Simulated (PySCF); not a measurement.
**Deuteron quadrupole couplings in `COc1cnn([SiH3])n1`**

Compound: C₃H₇N₃OSi.
Z-matrix (Å and degrees, PBE0-D3(BJ)/def2-SVP geometry), rows numbered from 1:
```
C 
O   1  1.4107
C   2  1.3275  1  116.07
C   3  1.4167  2  126.43  1   179.75
N   4  1.3207  3  107.68  2  -179.95
N   5  1.3250  4  104.92  3     0.04
Si  6  1.7863  5  124.21  4  -179.25
N   3  1.3200  2  124.80  1    -0.20
H   1  1.1020  2  111.09  3    60.53
H   1  1.1020  2  111.09  3   -59.92
H   1  1.0965  2  106.57  3  -179.70
H   4  1.0870  3  129.68  2     0.01
H   7  1.4836  6  105.81  5    -1.93
H   7  1.4881  6  108.66  5   118.23
H   7  1.4878  6  108.50  5  -122.14
```

Level: PBE0/pcSseg-1 (PySCF, non-relativistic); Q(2H) = 0.00286 b; rigid geometry, the same for H and D, with no vibrational averaging.

Question: Rank these positions by the coupling χzz of a deuteron there, largest first.
A. H14 (Si–H hydrogen)
B. H11 (methyl hydrogen)
C. H9 (methyl hydrogen)
D. H12 (aromatic hydrogen)

Answer: D (211 kHz), B (195 kHz), C (187 kHz), A (94 kHz).

Q: What are Vzz, η and χzz (234.96 MHz × Q × Vzz) at all hydrogens?

A: 
```json
{"atom": "H9", "bonded to": "C1", "bond length (Å)": "1.102", "Vzz (au)": "0.2778", "η": "0.10", "χzz (kHz)": "187"}
{"atom": "H10", "bonded to": "C1", "bond length (Å)": "1.102", "Vzz (au)": "0.2777", "η": "0.10", "χzz (kHz)": "187"}
{"atom": "H11", "bonded to": "C1", "bond length (Å)": "1.096", "Vzz (au)": "0.2900", "η": "0.08", "χzz (kHz)": "195"}
{"atom": "H12", "bonded to": "C4", "bond length (Å)": "1.087", "Vzz (au)": "0.3139", "η": "0.08", "χzz (kHz)": "211"}
{"atom": "H13", "bonded to": "Si7", "bond length (Å)": "1.484", "Vzz (au)": "0.1432", "η": "0.02", "χzz (kHz)": "96"}
{"atom": "H14", "bonded to": "Si7", "bond length (Å)": "1.488", "Vzz (au)": "0.1405", "η": "0.04", "χzz (kHz)": "94"}
{"atom": "H15", "bonded to": "Si7", "bond length (Å)": "1.488", "Vzz (au)": "0.1407", "η": "0.04", "χzz (kHz)": "95"}
```

Q: Average by the element that carries the hydrogen.

A: on C: 195 kHz over 4 positions, mean bond length 1.097 Å; on Si: 95 kHz over 3 positions, mean bond length 1.487 Å.

The structure is a single PBE0-D3(BJ)/def2-SVP conformer in the gas phase; no vibrational or solvent corrections. These gradients aren't converged with respect to the basis.
